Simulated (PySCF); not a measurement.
An excited-state job on `C#C[P@@](=O)(O)C(C)C`.

Computed with TDDFT B3LYP/def2-SVPD, vertical, gas phase, core orbitals frozen in the response (PySCF 2.14.0, density-fitted response routines). Geometry: GFN2-xTB. A driver script takes a list of jobs; this job's settings line and coordinates (Å) are shown.

Input:
```
{"job": {"kind": "uv", "xc": "B3LYP", "basis": "def2-SVPD", "nstates": 8, "ntriplets": 3}, "charge": 0, "multiplicity": 1}
C      2.082047    -1.164788    -2.292213
C      1.668685    -0.591456    -1.322391
P      1.152188     0.213614     0.181605
O      2.119712     0.118855     1.279312
O      0.920199     1.743786    -0.268619
C     -0.543697    -0.424560     0.490570
C     -1.435535    -0.156146    -0.710356
C     -1.054987     0.230224     1.765407
H      2.431152    -1.655365    -3.154856
H      1.598495     2.273327     0.155218
H     -0.438307    -1.503878     0.646751
H     -2.435215    -0.549992    -0.535191
H     -1.025798    -0.624469    -1.603340
H     -1.508463     0.914504    -0.887675
H     -0.344987     0.073605     2.575731
H     -2.017213    -0.187076     2.056922
H     -1.175274     1.301845     1.613215
```

Output:
```
coarse grid: 14808 points
cycle   1  E = -687.0400284748  dE =  1.246e+00  |g| = 1.125e+00  |ddm| = 1.093e+01
cycle   2  E = -686.2846334406  dE =  7.554e-01  |g| = 2.192e+00  |ddm| = 4.477e+00
cycle   3  E = -687.2588280654  dE = -9.742e-01  |g| = 4.093e-01  |ddm| = 2.692e+00
cycle   4  E = -687.2940025714  dE = -3.517e-02  |g| = 1.130e-01  |ddm| = 7.251e-01
cycle   5  E = -687.2957181881  dE = -1.716e-03  |g| = 5.428e-02  |ddm| = 2.331e-01
cycle   6  E = -687.2963787678  dE = -6.606e-04  |g| = 1.305e-02  |ddm| = 1.166e-01
cycle   7  E = -687.2964094970  dE = -3.073e-05  |g| = 6.984e-03  |ddm| = 2.614e-02
cycle   8  E = -687.2964215139  dE = -1.202e-05  |g| = 1.283e-03  |ddm| = 9.701e-03
cycle   9  E = -687.2964219034  dE = -3.896e-07  |g| = 3.145e-04  |ddm| = 2.729e-03
final grid: 138736 points
cycle  10  E = -687.4096993384  dE = -4.695e-05  |g| = 5.287e-03  |ddm| = 1.999e-01
cycle  11  E = -687.4096916161  dE =  7.722e-06  |g| = 7.933e-03  |ddm| = 2.346e-02
cycle  12  E = -687.4097058564  dE = -1.424e-05  |g| = 1.703e-03  |ddm| = 1.149e-02
cycle  13  E = -687.4097064231  dE = -5.667e-07  |g| = 2.374e-04  |ddm| = 2.051e-03
cycle  14  E = -687.4097064308  dE = -7.661e-09  |g| = 1.532e-04  |ddm| = 7.273e-04
cycle  15  E = -687.4097064354  dE = -4.604e-09  |g| = 6.019e-05  |ddm| = 2.599e-04
cycle  16  E = -687.4097064362  dE = -8.508e-10  |g| = 1.849e-05  |ddm| = 1.064e-04
converged SCF energy = -687.4097064362

Static polarisability (au): isotropic 87.120, principal 71.475 83.214 106.670

Singlet excitations
state   eV       nm        f      main configurations
  1   6.0578    204.7   0.00031   H-1->L 0.41, H->L 0.27, H-1->L+1 0.10
  2   6.2558    198.2   0.00659   H->L 0.33, H->L+1 0.27, H-1->L+1 0.20
  3   6.3589    195.0   0.00237   H-2->L 0.43, H->L 0.26, H-2->L+1 0.11
  4   6.3923    194.0   0.00252   H-2->L+1 0.48, H-1->L+1 0.16, H-1->L 0.14
  5   6.4551    192.1   0.00158   H->L+1 0.53, H-1->L+1 0.11, H->L 0.11
  6   7.0129    176.8   0.02987   H-3->L 0.48, H-1->L 0.21
  7   7.0211    176.6   0.01941   H-3->L+1 0.60, H-1->L+1 0.16, H-3->L 0.15
  8   7.3423    168.9   0.01770   H->L+2 0.96

Triplet excitations (Tamm-Dancoff, eV): 5.0813 5.5126 5.5285
```

The SCF starts on a coarse grid where the log names one; the energy can jump when the final grid takes over, and dE then counts from the start density on the new grid. H and L stand for HOMO and LUMO; the number after each pair is its weight.

Question: Which computed singlet has the largest oscillator strength, and what do all of them sum to?

Answer: State 6 at 7.01 eV (177 nm), f = 0.030; the 8 states sum to 0.080.

Question: How does the lowest singlet excitation compare with the HOMO–LUMO gap?

Answer: HOMO -7.96 eV and LUMO -0.66 eV give a gap of 7.30 eV; S1 at 6.06 eV lies 1.24 eV below it.

Main results: HOMO -7.96 eV, LUMO -0.66 eV; lowest singlet 6.06 eV; lowest triplet 5.08 eV (Tamm–Dancoff); mean polarisability 87.1 au.

Question: How long does this job take on an Arm Neoverse V1 with one thread, on a shared host?

Answer: About 52 s.

One conformer stands for the species.
Labels such as C1 count atoms from 1, the log's own numbers from 0.
